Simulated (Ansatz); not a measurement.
A series at Si: from `C=C[SiH2][SiH3]`, ligands are replaced one by one, each step taking up H₂O and setting free H₂; n counts the steps. Ansatz, PBE0-D4/def2-TZVP geometries. Each molecule was computed in one conformer, which needn't be the lowest.

CBS adds triple-zeta CCSD(T) − MP2 to the MP2 limit, frozen cores; atoms without spin–orbit coupling. 

| n | molecule | atomization energy, CCSD(T)/CBS (kJ/mol) |
| --- | --- | --- |
| 0 | `C=C[SiH2][SiH3]` | ? |
| 1 | `C=C[SiH2][SiH2]O` | 4694.4 |
| 2 | `C=C[SiH](O)[SiH2]O` | 5274.3 |
| 3 | `C=C[SiH](O)[SiH](O)O` | 5885.0 |

Task: By hand: fit a straight line y = ȳ + b (n − n̄) to the 3 given rows and predict n = 0.

Result: n̄ = 2.000, ȳ = 5284.57; Σ(n − n̄)(y − ȳ) = 1190.60, Σ(n − n̄)² = 2.000, so b = 595.30 kJ/mol a step. Prediction: 5284.57 + (595.30) × (-2.000) = 4094.0 kJ/mol.

Task: By hand: compare with the computed value, 4120.5 kJ/mol, and give the steps along the whole series.

Result: The line misses by 26.5 kJ/mol (computed minus predicted). Steps: 573.9, 579.9, 610.7 kJ/mol.

The steps differ by up to 36.8 kJ/mol, small against a whole step but well beyond the method's doubt, so the ligands' effects don't simply add. The miss is 1.5 % of the series' range. The energies themselves are unsure by some kJ/mol a bond, though much of that is common to the series.
